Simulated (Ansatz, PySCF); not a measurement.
Gas-phase reaction (SMILES): C[SiH2]C → [CH2][SiH2]C + H atom; the C-H bond at the site shown breaks (other sites are not compared here).

Each molecule is optimised on its own at B3LYP-D3(BJ)/def2-TZVP (Ansatz, a quantum-chemistry and plane-wave program), one conformer each, not searched for the lowest. Cores are frozen in the correlated levels unless marked. Open shells are spin-unrestricted. No spin-orbit coupling. No relativistic terms. CBS marks a two-point X^-3 extrapolation of the correlation energy; Hartree-Fock from the larger set (for Q and 5 zeta extrapolated as (X+1)exp(-9√X)). Thermal terms are rigid-rotor harmonic-oscillator values from B3LYP-D3(BJ) frequencies (Ansatz or PySCF) at 298.15 K and 1 atm. 1 Eh = 627.5095 kcal/mol. Atoms have translation alone.

| species | E, CCSD(T)/CBS(cc-pV(Q+d)Z,cc-pV(5+d)Z) (Ansatz) (Eh) | E, wB97X-V/def2-TZVPD (Ansatz) (Eh) | H - E (Eh) |
|---|---|---|---|
| C[SiH2]C | -370.00471 | -370.50379 | 0.09658 |
| [CH2][SiH2]C | -369.33208 | -369.83157 | 0.08296 |
| H atom | -0.50000 | -0.50049 | 0.00236 |

**Question.** Work out ΔE and ΔH at 298.15 K at the first level, then ΔH at the second.

**Answer.** 
1. ΔE = [(-369.33208) + (-0.50000)] - [(-370.00471)] = 0.17263 Eh = 108.3 kcal/mol at CCSD(T)/CBS(cc-pV(Q+d)Z,cc-pV(5+d)Z).
2. The terms H - E add up to -0.01126 Eh, so ΔH = (0.17263 + (-0.01126))×627.5095 = 101.3 kcal/mol.
3. At wB97X-V/def2-TZVPD the same steps give ΔE = 107.8 and ΔH = 100.7 kcal/mol, a shift of -0.6 from the first level.
4. These values are not checked against measurement here, since the tables used lack a sound gas-phase enthalpy of formation for at least one species.
